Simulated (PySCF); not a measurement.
F3In (SMILES [F][In]([F])[F]), singlet, at a GFN2-xTB geometry (such geometries of metal compounds can be far from the true shape) (all electrons, no relativity). Base run: B3LYP/STO-3G run with PySCF.

Input for PySCF:
```python
from pyscf import gto, scf, dft

mol = gto.Mole()
mol.atom = '''
    In    0.00000000    0.00000000    0.00000000
    F    -1.67769182   -1.02031088    0.03026648
    F     0.01519865    1.84496979   -0.67264826
    F     1.66249317   -0.82465891    0.64238177
'''
mol.basis = 'sto-3g'
mol.verbose = 3
mol.build()

mf = dft.RKS(mol)
mf.xc = 'b3lyp'
mf.kernel()
mo_i, mo_e, stable_i, stable_e = mf.stability(internal=True, external=True, return_status=True, nroots=6, tol=1e-6)
print('internally stable:', stable_i, ' externally stable:', stable_e)
if not stable_e:
    umf = mf.to_uhf() if not hasattr(mf, 'xc') else mf.to_uks()
    umf.scf_summary = {}
    umf.kernel(umf.make_rdm1(mo_e, umf.mo_occ))
mf.analyze()
```

The bond that is stretched is that between atoms 2 and 1. A test that says stable can miss a lower solution.

Each row names what was changed in the base input (with any setting that the change needs).

```csv
change,ΔE vs base (kcal/mol),<S^2>,E after following the instability (Eh),<S^2> there,HOMO-LUMO gap (eV),stability test says,outcome
base,0.000,0.000,-,-,6.23,stable,converged
bond × 1.25,41.27,0.000,-,-,4.42,stable,converged
bond × 1.5,89.8,0.000,-5979.87029,0.00,2.80,external instability,converged
bond × 1.8,127.5,0.000,-5979.86017,0.93,1.70,external instability,converged
bond × 2.2,-,-,-,-,-,-,not converged
bond × 3.0,-,-,-,-,-,-,not converged
```

Where a bond breaks into two radicals, a solution with restricted orbitals usually stops being the lowest and lies too high; an unrestricted one lies lower at the price of spin contamination, which <S^2> shows.
